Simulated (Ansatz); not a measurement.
Geometry optimisation, Ansatz 0.2.0, DFT PBE, scalar-relativistic, plane waves, PAW.

The input (input.yaml):

```yaml
accuracy: low
crystal:
  lattice:
    - [6.04, 0.0, 0.0]
    - [3.02, 4.270925, 0.0]
    - [0.0, 0.0, 18.406387]
  atoms:
    - { symbol: V, position: [-0.25, 0.5, 0.054329], spin: 1.5 }
    - { symbol: V, position: [0.25, 0.5, 0.054329], spin: 1.5 }
    - { symbol: V, position: [-0.25, 1.0, 0.054329], spin: 1.5 }
    - { symbol: V, position: [0.25, 1.0, 0.054329], spin: 1.5 }
    - { symbol: V, position: [0.0, 0.0, 0.1703464], spin: 1.5 }
    - { symbol: V, position: [0.5, 0.0, 0.1703464], spin: 1.5 }
    - { symbol: V, position: [0.0, 0.5, 0.1703464], spin: 1.5 }
    - { symbol: V, position: [0.5, 0.5, 0.1703464], spin: 1.5 }
    - { symbol: V, position: [-0.25, 0.5, 0.2863639], spin: 1.5 }
    - { symbol: V, position: [0.25, 0.5, 0.2863639], spin: 1.5 }
    - { symbol: V, position: [-0.25, 1.0, 0.2863639], spin: 1.5 }
    - { symbol: V, position: [0.25, 1.0, 0.2863639], spin: 1.5 }
    - { symbol: V, position: [0.0, 0.0, 0.4023814], spin: 1.5 }
    - { symbol: V, position: [0.5, 0.0, 0.4023814], spin: 1.5 }
    - { symbol: V, position: [0.0, 0.5, 0.4023814], spin: 1.5 }
    - { symbol: V, position: [0.5, 0.5, 0.4023814], spin: 1.5 }
    - { symbol: O, position: [0.5076383, 0.2233116, 0.5061497] }
magnetization:
  spin_polarized: true
basis:
  ecutwfc: 420.0
kpoints:
  mp_grid: { grid: [3, 3, 1] }
hamiltonian:
  xc: pbe
scf:
  occupations: { method: fermi_dirac, width: 0.05 }
  lower_state_search: "off"
relax:
  f_tol: 0.08
  max_steps: 25
  adjacent_minimum: "off"
  constraints: [{ sites: [0, 1, 2, 3] }]
```

Command:

```bash
$ ansatz run input.yaml --threads 4 --pin off --max-ram 10240MiB --backend cpu --events-out ev --progress --plain --runs-dir out
```

Q: Where does it end, and by what steps?

A: The forces met the threshold. No Hubbard correction was used and the magnetic state wasn't searched. Limits of this set-up: coarse k mesh, thin slab, slab without dipole correction, a typed lattice constant that wasn't relaxed here, low accuracy level. After 11 steps the energy has fallen by 3.543 eV; O17 moved furthest, 1.42 Å. Joined: V13–O17 (3.14 → 1.90 Å).

| step | energy less start (eV) | largest force component (eV/Å) | accepted |
| --- | --- | --- | --- |
| 0 | 0.0000 | 5.258 | yes |
| 1 | -1.2166 | 4.716 | yes |
| 2 | -2.1574 | 2.055 | yes |
| 3 | -2.5015 | 0.491 | yes |
| 4 | -2.7280 | 0.330 | yes |
| 5 | -2.9115 | 0.364 | yes |
| 6 | -3.0830 | 0.638 | yes |
| 7 | -3.3203 | 0.770 | yes |
| 8 | -3.5114 | 0.325 | yes |
| 9 | -3.4687 | 0.583 | no |
| 10 | -3.5416 | 0.088 | yes |
| 11 | -3.5432 | 0.022 | yes |

```xyz
17
Lattice="6.0400 0.0000 0.0000 3.0200 4.2709 0.0000 0.0000 0.0000 18.4064" Properties=species:S:1:pos:R:3
V 0.000 2.135 1.000
V 3.020 2.135 1.000
V 1.510 4.271 1.000
V 4.530 4.271 1.000
V -0.004 0.002 2.929
V 3.024 0.002 2.929
V 1.510 2.137 2.912
V 4.530 2.146 2.950
V -0.002 2.193 5.062
V 3.019 2.191 5.063
V 1.511 4.320 5.028
V 4.530 4.300 5.075
V -0.084 0.081 7.088
V 3.100 0.080 7.090
V 1.507 2.161 6.853
V 4.527 2.329 7.106
O 4.528 0.736 8.154
```

Whether the end is a true minimum wasn't checked by a vibrational analysis.

The run took 8.1 min on 4 threads of Intel(R) Xeon(R) Platinum 8488C (Sapphire Rapids), with other jobs on the host, peak memory 1.9 GiB.
